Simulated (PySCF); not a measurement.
C3H11N2OSi: g tensor and hyperfine couplings

C₃H₁₁N₂OSi (doublet state).
Z-matrix (Å and degrees, GFN2-xTB geometry), rows numbered from 1:
```
C 
C   1  1.4843
C   2  1.4895  1  121.53
O   2  1.3516  1  119.80  3   159.80
Si  4  1.6203  2  135.56  1     6.67
N   5  1.7285  4  112.21  2   -56.86
N   5  1.7298  4  111.69  2    58.08
H   1  1.0873  2  110.27  3    32.45
H   1  1.0888  2  109.80  3   153.63
H   1  1.0971  2  111.52  3   -88.00
H   3  1.0901  2  110.71  1   -54.34
H   3  1.0873  2  109.61  1  -174.80
H   3  1.0977  2  112.01  1    65.39
H   5  1.4646  4   97.15  2  -179.60
H   6  1.0068  5  117.42  4   -52.63
H   6  1.0059  5  118.67  4   171.83
H   7  1.0062  5  118.62  4  -178.33
H   7  1.0072  5  117.03  4    46.79
```

The hyperfine couplings belong to this conformer and change with its torsions.

Identity: `C[C](C)O[SiH](N)N` [radical].

The calculation used UKS B3LYP, pcH-1 on C H N O Si, non-relativistic, mean-field spin-orbit, GIAO (PySCF 2.14.0). One conformer (not necessarily the lowest) at the GFN2-xTB geometry, without solvent, vibrations or thermal averaging. A GFN2-xTB geometry isn't a minimum of the functional, and hyperfine couplings can be far from their values at a DFT geometry. Stability of the SCF solution: not tested.

```json
{
 "g1, g2, g3": "2.00207, 2.00312, 2.00363",
 "g_iso": "2.00294",
 "Form of g": "rhombic: the two nearest values differ by 33 % of g3 − g1",
 "⟨S²⟩": "0.7536 (exact 0.7500)",
 "α and β electrons": "33, 32",
 "HOMO–LUMO gap, α and β orbitals": "4.67, 6.72 eV",
 "Total energy": "-595.25040 Eh",
 "Basis functions": "295"
}
```

Hyperfine couplings atom by atom, in MHz; T1 to T3 are the principal values of the dipolar part; ρ(0) is the spin density at the nucleus:

| atom | isotope | a_iso | of which spin–orbit | T1 | T2 | T3 | Mulliken spin population | ρ(0) (bohr⁻³) |
| --- | --- | --- | --- | --- | --- | --- | --- | --- |
| C1 | 13C | -24.6 | 0.0 | -1.7 | -1.2 | 2.9 | -0.07 | -0.0219 |
| C2 | 13C | 134.6 | -0.1 | -81.9 | -79.8 | 161.7 | 0.88 | 0.1198 |
| C3 | 13C | -24.8 | 0.0 | -1.7 | -1.1 | 2.8 | -0.08 | -0.0221 |
| O4 | 17O | -11.0 | 0.0 | -36.8 | 17.8 | 19.0 | 0.06 | 0.0182 |
| Si5 | 29Si | -1.1 | 0.0 | -3.5 | 1.3 | 2.2 | 0.03 | 0.0012 |
| N6 | 14N | 3.5 | 0.0 | -0.2 | -0.1 | 0.3 | 0.00 | 0.0110 |
| N7 | 14N | 2.5 | 0.0 | -0.3 | -0.1 | 0.4 | 0.00 | 0.0077 |
| H8 | 1H | 13.6 | 0.0 | -5.4 | -4.0 | 9.4 | 0.00 | 0.0030 |
| H9 | 1H | 50.2 | 0.0 | -5.2 | -4.5 | 9.6 | 0.02 | 0.0112 |
| H10 | 1H | 125.1 | 0.0 | -4.2 | -3.5 | 7.7 | 0.07 | 0.0280 |
| H11 | 1H | 48.4 | 0.0 | -5.3 | -4.4 | 9.7 | 0.02 | 0.0108 |
| H12 | 1H | 13.7 | 0.0 | -5.1 | -4.1 | 9.2 | 0.00 | 0.0031 |
| H13 | 1H | 124.4 | 0.0 | -4.5 | -3.3 | 7.7 | 0.07 | 0.0278 |
| H14 | 1H | -3.5 | 0.0 | -2.5 | -1.5 | 4.0 | 0.00 | -0.0008 |
| H15 | 1H | 0.1 | 0.0 | -1.6 | -1.1 | 2.7 | 0.00 | 0.0000 |
| H16 | 1H | 2.6 | 0.0 | -1.0 | -0.8 | 1.8 | 0.00 | 0.0006 |
| H17 | 1H | 1.0 | 0.0 | -1.0 | -0.9 | 1.9 | 0.00 | 0.0002 |
| H18 | 1H | -0.2 | 0.0 | -1.8 | -1.3 | 3.1 | 0.00 | 0.0000 |

Largest spin populations (Mulliken): C2 (+0.88), C3 (-0.08), C1 (-0.07) and H10 (+0.07). No atom but C2 exceeds +0.15. The angles at C2 add up to 357.1°, so it is nearly planar.

Axes: g2 points within 8° of the C1–C2 bond.

Under fast tumbling the dipolar parts average out, and these isotropic splittings remain: 3 × 1H (H8/H9/H10, I = 1/2, 4 lines) with 2.25 mT, 3 × 1H (H11/H12/H13, I = 1/2, 4 lines) with 2.22 mT, 1 × 1H (H14, I = 1/2, 2 lines) with 0.13 mT, 2 × 14N (N6/N7, I = 1, 5 lines) with 0.11 mT and 4 × 1H (H15/H16/H17/H18, I = 1/2, 5 lines) with 0.03 mT.

Class means assume fast exchange of nuclei equivalent by connectivity; if that motion is slow, each nucleus keeps its own coupling. C1 and C3, with what hangs on them, aren't averaged: C2 is flat or nearly so (angle sum 357°), and its turn about the short C2–O4 bond (1.35 Å) is taken as slow. The three 1H nuclei of mean +63.0 MHz run from 13.6 to 125.1 MHz in the frozen geometry. The three 1H nuclei of mean +62.2 MHz run from 13.7 to 124.4 MHz in the frozen geometry.

The 17O coupling of O4 (-11.0 MHz) shows only in satellite lines or after enrichment, since that isotope makes up about 0.038 % of natural oxygen.

The 13C coupling of C2 (134.6 MHz) shows only in satellite lines or after enrichment, since that isotope makes up about 1.07 % of natural carbon.

The spin density at the nucleus, in bohr⁻³, is negative for C3 (-0.0221) and C1 (-0.0219), for instance. A restricted open-shell determinant has no negative spin density anywhere; here it arises because α and β orbitals differ (spin polarisation).
